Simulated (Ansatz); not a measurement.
Basis-set series for CH8N2SSi, SMILES `C[Si](N)(N)S`. The species carries charge 0 and has multiplicity 1. The geometry is a stationary point of PBE0-D4/def2-TZVP. It is one conformer, not always the lowest.

| functional | basis | functions | energy (Eh) | HOMO (eV) | LUMO (eV) |
| --- | --- | --- | --- | --- | --- |
| PBE0-D4 | def2-SVP | 118 | -839.45929 | -6.65 | 1.17 |
| PBE0-D4 | def2-QZVPP | 551 | -839.92220 | -6.94 | 0.18 |
| ωB97M-V | def2-SVP | 118 | -839.76972 | -8.86 | 2.90 |
| ωB97M-V | def2-QZVPP | 551 | -840.23852 | -9.18 | 1.39 |

Give the rows for def2-TZVPP. (An estimate is asked.)

The calculation gave: 
| functional | basis | functions | energy (Eh) | HOMO (eV) | LUMO (eV) |
| --- | --- | --- | --- | --- | --- |
| PBE0-D4 | def2-TZVPP | 289 | -839.89018 | -6.89 | 0.57 |
| ωB97M-V | def2-TZVPP | 289 | -840.20815 | -9.12 | 2.03 |

Positive LUMOs are unbound and depend on the basis.

Computed with Ansatz.
